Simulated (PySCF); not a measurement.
**How the functional moves excitation energies**

Species: 3-bromofuran, C4H3BrO.
Geometry (PBE0-D3(BJ)/def2-SVP, Å), atoms numbered from 1 in this order:
```
atom  x, y, z in Å
Br1    1.3777   -0.5410    2.3613
C2     0.5053   -0.2356    0.7441
C3    -0.5659    0.6827    0.5120
C4    -0.8663    0.5478   -0.8098
O5    -0.0682   -0.3703   -1.3893
C6     0.7669   -0.8479   -0.4470
H7    -1.0346    1.3443    1.2357
H8    -1.5995    1.0242   -1.4555
H9     1.4845   -1.6040   -0.7515
```

Linear-response calculations in the def2-SVPD basis (PySCF; singlets by full response, triplets Tamm–Dancoff, core orbitals frozen in the response; HF means time-dependent Hartree–Fock). 'Strongest' is the level of largest summed f among the singlets computed (10 roots, of which the last may lack a degenerate partner); it can jump between rows when another state enters that window. S1 is the lowest singlet of each run and needn't be the same state throughout; f(S1) is that of one state. Isolated species at its PBE0-D3(BJ)/def2-SVP geometry, gas phase. Relativistic effects, spin–orbit coupling among them, are left out although an element past zinc is present.

```tsv
functional	kind	S1 (eV)	f(S1)	strongest (eV)	T1 (eV)	HOMO (eV)	gap (eV)	ionisation energy, ΔSCF (eV)
LDA	LDA	5.01	0.000	6.70	4.16	-6.02	4.62	8.99
PBE	GGA	4.98	0.000	6.70	4.00	-5.83	4.65	8.72
B3LYP	global hybrid, 20% exact exchange	5.30	0.000	7.06	3.97	-6.67	6.19	8.84
PBE0	global hybrid, 25% exact exchange	5.47	0.000	7.25	3.94	-6.89	6.64	8.85
BHandHLYP	global hybrid, 50% exact exchange	5.74	0.000	7.56	3.84	-7.77	8.52	8.76
CAM-B3LYP	range-separated hybrid	5.66	0.000	7.41	3.96	-8.15	9.01	8.97
HF	Hartree–Fock	6.17	0.107	8.00	3.34	-9.02	11.24	not settled
```

S1 runs from 4.98 eV (PBE) to 6.17 eV (HF), a spread of 1.19 eV, while the orbital gap spreads over 6.6 eV. Along PBE (0%), B3LYP (20%), PBE0 (25%), BHandHLYP (50%), HF (100%) S1 rises with the share of exact exchange. −ε(HOMO) comes closest to its own ΔSCF ionisation energy with CAM-B3LYP (-0.81 eV) and misses most with LDA (-2.97 eV). 'Not settled' means that the ion's SCF failed to converge or may have ended in another state than the lowest.
